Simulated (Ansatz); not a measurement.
Start from `[CH3][Ti]12345678([F])([C@H]9[C@@H]1[C@@H]2[C@@H]3[C@H]94)[C@H]1[C@@H]5[C@@H]6[C@@H]7[C@H]18` and change one atom or group to get `[F][Ti]12345678([Cl])([C@H]9[C@@H]1[C@@H]2[C@@H]3[C@H]94)[C@H]1[C@@H]5[C@@H]6[C@@H]7[C@H]18`.

Ansatz, PBE0-D4/def2-TZVP geometries, multiplicity 1. 

Scalar relativity is left out up to krypton.

```
                                        property  `[CH3][Ti]12345678([F])([C@H]9[C@@H]1[C@@H]2[C@@H]3[C@H]94)[C@H]1[C@@H]5[C@@H]6[C@@H]7[C@H]18`
             HOMO energy (B3LYP/def2-TZVPP) / eV                                                                                           -6.41
              LUMO energy (PBE0/def2-TZVPP) / eV                                                                                           -1.41
               LUMO energy (PBE/def2-TZVPP) / eV                                                                                           -2.55
size of the dipole moment (B3LYP/def2-TZVPP) / D                                                                                            2.46
               HOMO energy (PBE/def2-TZVPP) / eV                                                                                           -5.63
           HOMO–LUMO gap (B3LYP/def2-TZVPP) / eV                                                                                            4.73
```

Problem. What does the change do to each property? (Estimate.)

Solution. The calculation gave: 
| property | `[F][Ti]12345678([Cl])([C@H]9[C@@H]1[C@@H]2[C@@H]3[C@H]94)[C@H]1[C@@H]5[C@@H]6[C@@H]7[C@H]18` | shift |
| --- | --- | --- |
| HOMO energy (B3LYP/def2-TZVPP) / eV | -6.47 | -0.06 |
| LUMO energy (PBE0/def2-TZVPP) / eV | -2.03 | -0.62 |
| LUMO energy (PBE/def2-TZVPP) / eV | -3.07 | -0.52 |
| size of the dipole moment (B3LYP/def2-TZVPP) / D | 4.22 | 1.76 |
| HOMO energy (PBE/def2-TZVPP) / eV | -5.65 | -0.02 |
| HOMO–LUMO gap (B3LYP/def2-TZVPP) / eV | 4.18 | -0.55 |

With PBE0 the HOMO falls by 0.07 eV and the LUMO falls by 0.62 eV, so the gap narrows by about 0.55 eV. PBE moves the HOMO by -0.02 eV and ωB97M-V by -0.07 eV. Dipoles are sizes alone; their direction can turn.

B3LYP here is the variant with VWN-RPA as its local correlation; programs differ in this.

Positive LUMOs are unbound, so they and the gaps depend on the basis.
